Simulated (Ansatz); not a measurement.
Consider the cleavage of the Ge–Si bond: `[F][Ge]([F])([SiH3])[Cl]` + NH₃ → `[NH2][Ge]([F])([F])[Cl]` + SiH₄.

Calculated with Ansatz (gas phase, PBE0-D4/def2-TZVP geometries, no zero-point term in ΔE). CCSD(T)/CBS adds triple-zeta CCSD(T) − MP2 to the extrapolated MP2 energy (def2 sets, frozen cores). This one scheme is used for every species. Functionals use def2-TZVPP. For Ge outer-core shells are correlated without core-valence functions, which leaves a few kJ/mol of doubt a bond. Scalar relativity is left out up to krypton. Each species was taken in one conformer, which may not be the lowest.

`[F][Ge]([F])([SiH3])[Cl]`:

Z-matrix (Å, degrees):
```
Ge
F 1 1.725
Si 1 2.383 2 112.3
F 1 1.724 2 103.8 3 121.5
Cl 1 2.130 2 106.2 3 -126.7
H 3 1.481 1 106.9 2 178.4
H 3 1.481 1 106.9 2 -62.1
H 3 1.481 1 107.6 2 58.2
```

NH₃:

Z-matrix (Å, degrees):
```
N
H 1 1.013
H 1 1.013 2 107.1
H 1 1.013 2 107.1 3 -114.5
```

`[NH2][Ge]([F])([F])[Cl]`:

Z-matrix (Å, degrees):
```
Ge
F 1 1.710
F 1 1.719 2 103.2
N 1 1.790 2 108.9 3 -123.0
Cl 1 2.106 2 110.2 3 114.7
H 4 1.010 1 115.1 2 -165.2
H 4 1.010 1 115.4 2 63.8
```

SiH₄:

Z-matrix (Å, degrees):
```
Si
H 1 1.485
H 1 1.485 2 109.5
H 1 1.485 2 109.5 3 -120.0
H 1 1.485 2 109.5 3 120.0
```

Is it downhill or uphill in electronic energy at CCSD(T)/CBS, and by how much? (An estimate is asked.)

The calculation gave: Nearly level: ΔE = +0.6 kcal/mol.

What do these levels give: PBE-D4, ωB97X-V, BHLYP, CAM-B3LYP, HF/def2-QZVPP, HF/CBS(def2)? (Best estimate.)

The calculation gave: PBE-D4 4.8, ωB97X-V 0.1, BHLYP -0.6, CAM-B3LYP 0.0, HF/def2-QZVPP -4.1, HF/CBS(def2) -4.1 kcal/mol.

Largest T1 diagnostic among the species: 0.012.

From r2SCAN to r2SCAN0 (25 % exact exchange), in def2-TZVPP and without D4, ΔE moves by −1.0 kcal/mol. At CCSD(T), def2-SVP lies −4.8 kcal/mol from the extrapolated value and def2-TZVPP −1.9 kcal/mol.
